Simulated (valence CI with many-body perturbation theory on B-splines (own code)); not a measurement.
# E1 line list for Ce⁵⁰⁺

Level of theory: valence CI with perturbative core correlation (CI+MBPT): six valence electrons over a frozen Dirac-Fock core [He], radial functions for each j: 9 s, 9 p, 8 d, 6 f, 3 g, 1 h, with the one-electron correlation potential Σ1 (screened to all orders), the two-electron term Σ2, the three-electron term Σ3, Breit, model QED; selected single and double excitations, second order for the rest, scaled by the run's own slope (own B-spline code, finite nucleus).

The last digits are not significant, and no measured levels were compared; by estimate large intervals hold to a few tenths of a per cent, small ones and those within an open d or f shell to about a per cent. Among the levels kept, up to 2400 cm⁻¹ of a level comes from second order outside the variational space, and about a tenth of that is noise between levels of different J, which matters for small intervals.

Lines 51 to 100 of 210 in falling wavelength, among levels below 6003.4 eV, chosen from the strongest by gf and those to the six lowest levels. Wavelengths and rates use the calculated energies. Electric multipoles are in the length gauge with retardation, E1 and E2 with the static RPA response of the core. Weak lines are less certain than strong ones. Lines between different terms over intervals too small for the method are left out, as are lines whose strength nearly cancels. The highest levels of a list are the least certain.

Levels are named by their leading jj configuration (3d3/2^4 stands for four electrons in 3d with j = 3/2), which in mixed levels can hold well under half, so a name can repeat and another be missing. Letters in brackets count levels of one name in rising energy.

| λ vac (Å) | Upper | Lower | A (s⁻¹) | log gf | Branch % |
| --- | --- | --- | --- | --- | --- |
| 55.12 | (2s 2p1/2^2 2p3/2^2 3s) J=3 | (2s^2 2p1/2 2p3/2^2 3s) J=2 [b] | 1.56e+10 | -1.30 | 0.2 |
| 54.78 | (2s^2 2p1/2^2 2p3/2 3d3/2) J=3 | (2s^2 2p1/2^2 2p3/2 3p1/2) J=2 | 1.41e+11 | -0.35 | 13.3 |
| 54.75 | (2s^2 2p1/2 2p3/2^2 3d3/2) J=4 | (2s^2 2p1/2 2p3/2^2 3p1/2) J=3 | 1.44e+11 | -0.23 | 97.0 |
| 54.66 | (2s^2 2p1/2 2p3/2^2 3d3/2) J=3 [a] | (2s^2 2p1/2 2p3/2^2 3p1/2) J=2 [a] | 1.02e+11 | -0.50 | 0.0 |
| 54.50 | (2s^2 2p1/2 2p3/2^2 3p3/2) J=1 [b] | (2s^2 2p1/2 2p3/2^2 3s) J=2 [b] | 6.36e+10 | -1.07 | 1.4 |
| 54.42 | (2s^2 2p1/2 2p3/2^2 3d3/2) J=1 [a] | (2s^2 2p1/2 2p3/2^2 3p1/2) J=1 [a] | 1.19e+11 | -0.80 | 0.2 |
| 54.06 | (2s^2 2p1/2 2p3/2^2 3d3/2) J=2 [a] | (2s^2 2p1/2 2p3/2^2 3p1/2) J=1 [a] | 6.14e+10 | -0.87 | 0.1 |
| 53.92 | (2s^2 2p1/2^2 2p3/2 3p3/2) J=2 | (2s^2 2p1/2^2 2p3/2 3s) J=1 | 1.25e+11 | -0.56 | 28.8 |
| 53.91 | (2s^2 2p1/2 2p3/2^2 3d3/2) J=0 | (2s^2 2p1/2 2p3/2^2 3p1/2) J=1 [a] | 1.49e+11 | -1.19 | 0.1 |
| 53.71 | (2s^2 2p1/2^2 2p3/2 3d3/2) J=1 | (2s^2 2p1/2^2 2p3/2 3p1/2) J=1 | 1.25e+11 | -0.79 | 0.1 |
| 53.71 | (2s 2p1/2^2 2p3/2^2 3s) J=3 | (2s^2 2p1/2 2p3/2^2 3s) J=3 | 6.13e+10 | -0.73 | 0.8 |
| 53.38 | (2s^2 2p1/2^2 2p3/2 3d3/2) J=0 | (2s^2 2p1/2^2 2p3/2 3p1/2) J=1 | 1.56e+11 | -1.18 | 57.6 |
| 53.31 | (2s 2p1/2^2 2p3/2^2 3s) J=2 [a] | (2s^2 2p1/2 2p3/2^2 3s) J=2 [b] | 3.26e+10 | -1.16 | 0.1 |
| 53.19 | (2s^2 2p1/2 2p3/2^2 3p3/2) J=3 [b] | (2s^2 2p1/2 2p3/2^2 3s) J=2 [a] | 2.44e+10 | -1.14 | 1.2 |
| 52.33 | (2s^2 2p1/2^2 2p3/2 3p3/2) J=2 | (2s^2 2p1/2^2 2p3/2 3s) J=2 | 1.16e+11 | -0.62 | 26.8 |
| 51.48 | (2s 2p1/2^2 2p3/2^2 3p1/2) J=3 | (2s^2 2p1/2 2p3/2^2 3p1/2) J=2 [a] | 2.37e+10 | -1.18 | 0.0 |
| 50.96 | (2s^2 2p1/2 2p3/2^2 3d3/2) J=3 [b] | (2s^2 2p1/2 2p3/2^2 3p1/2) J=3 | 7.94e+10 | -0.66 | 0.0 |
| 50.46 | (2s^2 2p1/2 2p3/2^2 3p3/2) J=2 [b] | (2s^2 2p1/2 2p3/2^2 3s) J=2 [b] | 1.03e+11 | -0.71 | 0.4 |
| 50.21 | (2s^2 2p1/2 2p3/2^2 3p3/2) J=1 [b] | (2s^2 2p1/2 2p3/2^2 3s) J=1 [a] | 1.17e+11 | -0.88 | 2.6 |
| 49.83 | (2s^2 2p1/2^2 2p3/2 3p3/2) J=0 | (2s^2 2p1/2^2 2p3/2 3s) J=1 | 3.07e+11 | -0.94 | 22.7 |
| 49.20 | (2s 2p1/2^2 2p3/2^2 3s) J=2 [a] | (2s^2 2p1/2 2p3/2^2 3s) J=1 [a] | 4.98e+10 | -1.04 | 0.1 |
| 48.97 | (2s 2p1/2^2 2p3/2^2 3s) J=3 | (2s^2 2p1/2 2p3/2^2 3s) J=2 [a] | 8.12e+10 | -0.69 | 1.0 |
| 48.48 | (2s^2 2p1/2 2p3/2^2 3p3/2) J=1 [b] | (2s^2 2p1/2 2p3/2^2 3s) J=2 [a] | 4.39e+10 | -1.33 | 1.0 |
| 48.32 | (2s^2 2p1/2 2p3/2^2 3p3/2) J=2 [c] | (2s^2 2p1/2 2p3/2^2 3s) J=2 [b] | 9.90e+10 | -0.76 | 2.4 |
| 47.83 | (2s^2 2p1/2 2p3/2^2 3d3/2) J=3 [b] | (2s^2 2p1/2 2p3/2^2 3p1/2) J=2 [a] | 2.68e+10 | -1.19 | 0.0 |
| 46.39 | (2s 2p1/2^2 2p3/2^2 3s) J=1 [a] | (2s^2 2p1/2 2p3/2^2 3s) J=1 [b] | 6.04e+10 | -1.23 | 0.2 |
| 46.07 | (2s 2p1/2^2 2p3/2^3) J=2 | (2s^2 2p1/2 2p3/2^3) J=2 | 2.34e+10 | -1.43 | 1.8 |
| 45.88 | (2s 2p1/2^2 2p3/2^2 3s) J=1 [a] | (2s^2 2p1/2 2p3/2^2 3s) J=0 | 5.50e+10 | -1.28 | 0.2 |
| 43.29 | (2s 2p1/2^2 2p3/2^3) J=2 | (2s^2 2p1/2 2p3/2^3) J=1 | 3.11e+10 | -1.36 | 2.4 |
| 40.61 | (2s 2p1/2^2 2p3/2^2 3s) J=1 [b] | (2s^2 2p1/2 2p3/2^2 3s) J=2 [b] | 9.66e+10 | -1.14 | 0.1 |
| 39.86 | (2s 2p1/2^2 2p3/2^2 3s) J=2 [b] | (2s^2 2p1/2 2p3/2^2 3s) J=3 | 5.59e+10 | -1.18 | 0.4 |
| 37.78 | (2s 2p1/2^2 2p3/2^3) J=1 | (2s^2 2p1/2 2p3/2^3) J=2 | 6.32e+10 | -1.39 | 1.9 |
| 36.85 | (2p1/2^2 2p3/2^4) J=0 | (2s 2p1/2 2p3/2^4) J=1 | 2.98e+11 | -1.22 | 5.7 |
| 35.88 | (2s 2p1/2^2 2p3/2^3) J=1 | (2s^2 2p1/2 2p3/2^3) J=1 | 2.37e+10 | -1.86 | 0.7 |
| 17.94 | (2s 2p1/2^2 2p3/2^2 3p1/2) J=3 | (2s^2 2p1/2^2 2p3/2 3p1/2) J=2 | 2.12e+11 | -1.14 | 0.1 |
| 17.90 | (2s 2p1/2^2 2p3/2^2 3p1/2) J=2 | (2s^2 2p1/2^2 2p3/2 3p1/2) J=1 | 2.60e+11 | -1.20 | 0.1 |
| 17.73 | (2s 2p1/2^2 2p3/2^2 3s) J=3 | (2s^2 2p1/2^2 2p3/2 3s) J=2 | 2.58e+11 | -1.07 | 3.2 |
| 16.59 | (2s 2p1/2^2 2p3/2^3) J=2 | (2s^2 2p1/2^2 2p3/2^2) J=2 | 1.26e+12 | -0.59 | 95.9 |
| 16.40 | (2s 2p1/2 2p3/2^4) J=0 | (2s^2 2p1/2 2p3/2^3) J=1 | 2.50e+12 | -1.00 | 100.0 |
| 16.22 | (2s 2p1/2^2 2p3/2^3) J=1 | (2s^2 2p1/2^2 2p3/2^2) J=0 | 7.70e+11 | -1.04 | 23.4 |
| 16.07 | (2s 2p1/2 2p3/2^4) J=1 | (2s^2 2p1/2 2p3/2^3) J=2 | 2.53e+12 | -0.53 | 83.8 |
| 16.05 | (2s 2p1/2^2 2p3/2^2 3s) J=2 [b] | (2s^2 2p1/2^2 2p3/2 3s) J=1 | 2.85e+11 | -1.26 | 1.8 |
| 16.04 | (2s 2p1/2^2 2p3/2^2 3s) J=1 [b] | (2s^2 2p1/2^2 2p3/2 3s) J=1 | 2.28e+12 | -0.58 | 3.1 |
| 16.02 | (2s 2p1/2^2 2p3/2^2 3s) J=1 [a] | (2s^2 2p1/2^2 2p3/2 3s) J=2 | 1.41e+12 | -0.79 | 4.1 |
| 15.90 | (2s 2p1/2^2 2p3/2^2 3s) J=2 [b] | (2s^2 2p1/2^2 2p3/2 3s) J=2 | 2.04e+12 | -0.41 | 13.2 |
| 15.89 | (2p1/2^2 2p3/2^4) J=0 | (2s 2p1/2^2 2p3/2^3) J=1 | 4.95e+12 | -0.73 | 94.3 |
| 15.77 | (2s 2p1/2^2 2p3/2^2 3s) J=0 | (2s^2 2p1/2^2 2p3/2 3s) J=1 | 1.25e+12 | -1.33 | 3.3 |
| 15.71 | (2s 2p1/2 2p3/2^4) J=1 | (2s^2 2p1/2 2p3/2^3) J=1 | 4.07e+11 | -1.35 | 13.5 |
| 15.37 | (2s 2p1/2^2 2p3/2^3) J=1 | (2s^2 2p1/2^2 2p3/2^2) J=2 | 2.43e+12 | -0.59 | 73.9 |
| 10.26 | (2s 2p1/2 2p3/2^4) J=1 | (2s^2 2p1/2^2 2p3/2^2) J=0 | 1.18e+09 | -4.25 | 0.0 |
